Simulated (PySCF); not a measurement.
Run record: geometry optimisation, `[GeH3][O][SiH2][GeH2][GeH3]`.

Method: PBE0-D3(BJ)/def2-SVP geometry optimisation, gas phase (PySCF 2.14.0). Start geometry: GFN2-xTB. A driver script takes a list of jobs; this job's settings line and coordinates (Å) are shown.

Command:
```bash
OMP_NUM_THREADS=1 python probes_run.py task.json out
```

Input:
```
{"job": {"xc": "PBE0", "basis": "def2-SVP", "d3": "d3bj", "grid": 1, "shake": 0.01, "kind": "geom"}, "charge": 0, "multiplicity": 1}
Ge    -2.381080     0.964150    -0.199450
O     -1.860050    -0.633490    -0.512030
Si    -0.782930    -1.745160    -0.069110
Ge     1.161180    -0.694920     0.850610
Ge     2.360250     0.879400    -0.446850
H     -3.331980     0.913020     0.970000
H     -3.084220     1.356710    -1.475160
H     -1.174620     1.834420     0.078050
H     -1.409970    -2.614310     0.938860
H     -0.461810    -2.450860    -1.295610
H      2.129040    -1.730030     1.325350
H      0.846460    -0.003220     2.182820
H      3.489970     1.550950     0.260140
H      2.953370     0.323670    -1.683140
H      1.531050     2.032280    -0.931730
```

Output:
```
step   0  E = -6599.85594781  max force = 0.026788
step   1  E = -6599.86892831  max force = 0.014806
step   2  E = -6599.87031787  max force = 0.005588
step   3  E = -6599.87068743  max force = 0.001968
step   4  E = -6599.87078945  max force = 0.002059
step   5  E = -6599.87091733  max force = 0.000996
step   6  E = -6599.87098051  max force = 0.000945
step   7  E = -6599.87104738  max force = 0.001061
step   8  E = -6599.87108491  max force = 0.001327
step   9  E = -6599.87113795  max force = 0.001492
step  10  E = -6599.87121574  max force = 0.001914
step  11  E = -6599.87138956  max force = 0.001190
step  12  E = -6599.87147517  max force = 0.000846
step  13  E = -6599.87149408  max force = 0.000369
step  14  E = -6599.87149823  max force = 0.000300
optimisation converged
```

Energies in Eh; «max force» is the largest Cartesian gradient component in Eh/bohr.

**Question.** Give the first gradient maximum in eV/Å.

**Answer.** With 1 Eh/bohr = 51.422 eV/Å, 1.377 eV/Å.

**Question.** How much energy does the optimisation release, in eV?

**Answer.** E(step 0) − E(last step) = 0.015550 Eh, which is 0.423 eV.

In short: final energy -6599.87150 Eh after 14 steps; dipole 1.19 D.

Hardware: Arm Neoverse V1, one thread, no GPU, shared host. Cost: 5.8 min wall, 0.99 GiB resident at most.
Labels such as C1 count atoms from 1, the log's own numbers from 0.
